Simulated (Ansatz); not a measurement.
The pair A = NH3 (SMILES N) (first 4 atoms), B = SO2 (SMILES O=S=O); geometry from B3LYP-D3(BJ)/def2-TZVP.
(charge 0, multiplicity 1):
```xyz
7

N      0.01650     0.00068     0.62235
H     -0.30499    -0.92670     0.36976
H     -0.77808     0.63016     0.63148
H      0.67795     0.32053    -0.07512
O     -0.22254     0.94553     3.55412
S      0.63945    -0.14474     3.16198
O      0.12810    -1.48524     3.32621
```

Correlated levels freeze the cores. MP2 and its Hartree–Fock in aug-cc-pV(Q+d)Z, aug-cc-pV(T+d)Z are density fitted.

Programs: Ansatz (a quantum-chemistry and plane-wave program) with Gaussian orbitals. Values without a source in brackets are computed.

The counterpoise-corrected interaction energy is E(AB) − E(A in the pair's basis) − E(B in the pair's basis). Total energies (hartree):

```json
[
 {"level": "HF/aug-cc-pV(T+d)Z", "AB": "-603.5316704", "A in the pair's basis": "-56.2201686", "B in the pair's basis": "-547.3045817"},
 {"level": "MP2/aug-cc-pV(T+d)Z", "AB": "-604.4487324", "A in the pair's basis": "-56.4605640", "B in the pair's basis": "-547.9801459"},
 {"level": "HF/aug-cc-pV(Q+d)Z", "AB": "-603.5497551", "A in the pair's basis": "-56.2237918", "B in the pair's basis": "-547.3189529"},
 {"level": "MP2/aug-cc-pV(Q+d)Z", "AB": "-604.5255591", "A in the pair's basis": "-56.4775816", "B in the pair's basis": "-548.0392667"},
 {"level": "CCSD(T)/aug-cc-pV(T+d)Z", "AB": "-604.4954897", "A in the pair's basis": "-56.4805066", "B in the pair's basis": "-548.0068460"}
]
```

Q: Work out the counterpoise-corrected interaction energy at the basis-set limit: extrapolate the MP2 correlation part as X⁻³, take Hartree–Fock from the larger set, and add the CCSD(T) − MP2 difference of aug-cc-pV(T+d)Z.

A: 
1. Differences (1 hartree = 627.509 kcal/mol): HF/aug-cc-pV(T+d)Z -4.342; MP2/aug-cc-pV(T+d)Z -5.034; HF/aug-cc-pV(Q+d)Z -4.399; MP2/aug-cc-pV(Q+d)Z -5.466; CCSD(T)/aug-cc-pV(T+d)Z -5.106.
2. Correlation parts, MP2 less HF: -0.692 in aug-cc-pV(T+d)Z (X = 3), -1.067 in aug-cc-pV(Q+d)Z (X = 4).
3. Limit (4³·(-1.067) − 3³·(-0.692))/(4³ − 3³) = -1.341; with HF/aug-cc-pV(Q+d)Z it gives -5.740.
4. CCSD(T) less MP2 in aug-cc-pV(T+d)Z: -0.072.
Result: -5.81 kcal/mol, against -5.03 at MP2/aug-cc-pV(T+d)Z. It is an estimate of this method's limit, not of the exact value.
